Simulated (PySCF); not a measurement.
## Scalar relativity in Mg²⁺ (magnesium, charge +2)

[Ne], closed-shell 1S; UHF calculated with PySCF 2.14 in dyall-acv3z (20s13p7d4f, 122 functions), once non-relativistic with a point nucleus and once with spin-free X2C-1e and a Gaussian nucleus.

```json
{"shell": "1s", "ε non-rel. (eV)": "-1354.3", "ε X2C (eV)": "-1356.6", "rms r non-rel. (bohr, spins averaged)": "0.1515", "rms r X2C (bohr, spins averaged)": "0.1511", "change of radius (%)": "-0.29"}
{"shell": "2s", "ε non-rel. (eV)": "-121.99", "ε X2C (eV)": "-122.34", "rms r non-rel. (bohr, spins averaged)": "0.7556", "rms r X2C (bohr, spins averaged)": "0.7539", "change of radius (%)": "-0.23"}
{"shell": "2p", "ε non-rel. (eV)": "-81.802", "ε X2C (eV)": "-81.784", "rms r non-rel. (bohr, spins averaged)": "0.7671", "rms r X2C (bohr, spins averaged)": "0.7668", "change of radius (%)": "-0.04"}
```

The total energy goes from -198.8306 to -199.1367 hartree.

Relativity contracts and stabilises s shells directly. The contracted s shells screen the nucleus better, so for spin-averaged p shells the direct and indirect effects partly cancel.
